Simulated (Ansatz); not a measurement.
The inner images of a band of BrCl2F2H2OTa (9 atoms, charge 0, multiplicity 1) are given out of order.

Method: RHF/def2-SVP (Ansatz 0.2.0).

First end point:

```xyz
9
Properties=species:S:1:pos:R:3
Ta -0.199 0.078 -0.035
F 1.613 0.517 -0.272
F 0.366 -0.647 1.601
Cl -0.417 0.315 -2.371
O -1.010 1.597 0.541
H -1.499 2.370 0.774
Cl -1.875 -1.564 -0.050
Br 1.760 -2.777 -0.947
H 2.906 -1.957 -0.902
```

Last end point:

```xyz
9
Properties=species:S:1:pos:R:3
Ta -0.322 -0.564 -0.135
F 1.921 0.390 -0.243
F 0.383 -0.962 1.559
Cl -0.418 0.114 -2.400
O -0.660 1.169 0.392
H -0.573 2.108 0.443
Cl -2.370 -1.545 0.094
Br 1.129 -2.544 -0.918
H 2.556 -0.233 -0.454
```

Task: Put them in order from the first end to the last, with their energies above the first end.
A.
```xyz
9
Properties=species:S:1:pos:R:3
Ta -0.200 -0.370 -0.133
F 1.937 0.213 -0.310
F 0.427 -0.816 1.575
Cl -0.288 0.199 -2.412
O -0.759 1.289 0.417
H -1.050 2.158 0.660
Cl -2.111 -1.601 -0.036
Br 1.447 -2.467 -0.872
H 2.242 -0.674 -0.549
```
B.
```xyz
9
Properties=species:S:1:pos:R:3
Ta -0.164 -0.279 -0.112
F 1.835 0.241 -0.319
F 0.439 -0.827 1.574
Cl -0.329 0.181 -2.412
O -0.792 1.330 0.445
H -1.108 2.185 0.694
Cl -2.033 -1.620 -0.023
Br 1.629 -2.411 -0.895
H 2.167 -0.868 -0.614
```
C.
```xyz
9
Properties=species:S:1:pos:R:3
Ta -0.283 -0.519 -0.139
F 1.962 0.334 -0.272
F 0.428 -0.872 1.561
Cl -0.318 0.149 -2.405
O -0.711 1.192 0.388
H -0.790 2.122 0.527
Cl -2.305 -1.556 0.050
Br 1.154 -2.550 -0.876
H 2.507 -0.368 -0.495
```
D.
```xyz
9
Properties=species:S:1:pos:R:3
Ta -0.198 0.000 -0.046
F 1.614 0.471 -0.261
F 0.365 -0.759 1.575
Cl -0.392 0.224 -2.385
O -0.962 1.539 0.534
H -1.329 2.382 0.749
Cl -1.950 -1.565 -0.043
Br 1.747 -2.674 -0.937
H 2.750 -1.685 -0.846
```
E.
```xyz
9
Properties=species:S:1:pos:R:3
Ta -0.240 -0.452 -0.141
F 1.975 0.267 -0.295
F 0.433 -0.818 1.570
Cl -0.275 0.188 -2.410
O -0.739 1.235 0.394
H -0.950 2.133 0.599
Cl -2.214 -1.577 -0.005
Br 1.266 -2.509 -0.856
H 2.388 -0.533 -0.519
```
F.
```xyz
9
Properties=species:S:1:pos:R:3
Ta -0.179 -0.080 -0.063
F 1.636 0.434 -0.248
F 0.382 -0.845 1.556
Cl -0.354 0.180 -2.400
O -0.905 1.473 0.517
H -1.185 2.345 0.739
Cl -1.991 -1.574 -0.056
Br 1.715 -2.573 -0.934
H 2.526 -1.428 -0.771
```
G.
```xyz
9
Properties=species:S:1:pos:R:3
Ta -0.149 -0.174 -0.090
F 1.699 0.365 -0.266
F 0.412 -0.860 1.565
Cl -0.331 0.178 -2.415
O -0.833 1.393 0.480
H -1.116 2.260 0.717
Cl -2.012 -1.594 -0.045
Br 1.680 -2.459 -0.914
H 2.294 -1.177 -0.694
```

Result: D (+0.4 kcal/mol), F (+2.6 kcal/mol), G (+9.7 kcal/mol), B (+22.9 kcal/mol), A (+14.7 kcal/mol), E (+9.0 kcal/mol), C (+7.0 kcal/mol).

The run took 16 min on 4 threads of Arm Neoverse N1, with other jobs on the host, peak memory 0.54 GiB.
